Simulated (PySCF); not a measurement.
CH₅NO₂Si₂, SMILES N#CO[SiH2][SiH2]O. Heavy atoms are numbered as in [N:1]#[C:2][O:3][SiH2:4][SiH2:5][OH:6]. Hydrogens are named by the atom that carries them.

Coordinates come from a PBE-D3(BJ)/def2-SVP optimisation. This is a generated structure with no PubChem entry under its InChIKey; it may be hypothetical. One conformer was computed; it need not be the lowest.

Calculation: PBE/def2-TZVP in PySCF.

Atomic charges (e), one atom of each kind:

| atom | Mulliken | Löwdin |
|---|---|---|
| N1 | … | 0.00 |
| C2 | … | -0.42 |
| O3 | -0.24 | 0.20 |
| Si4 (SiH2) | … | 0.21 |
| Si5 (SiH2) | 0.23 | 0.05 |
| O6 (OH) | -0.48 | -0.14 |
| H on Si4 | 0.00 | -0.02 |
| H on Si5 | -0.01 | -0.02 |
| H on O6 | … | 0.18 |

Q: What belongs in the gaps? (The exact figures need the calculation; the answer reports its results.)

A: 
- N1, Mulliken: -0.10
- C2, Mulliken: 0.02
- Si4 (SiH2), Mulliken: 0.27
- H on O6, Mulliken: 0.32

Computed Mayer and Wiberg (Löwdin basis) orders of the bonds:
```
bond     Mayer  Wiberg
-------  -----  ------
N1–C2     2.97    3.31
C2–O3     1.24    1.91
O3–Si4    0.93    1.23
Si4–Si5   0.93    1.08
Si5–O6    1.20    1.70
```
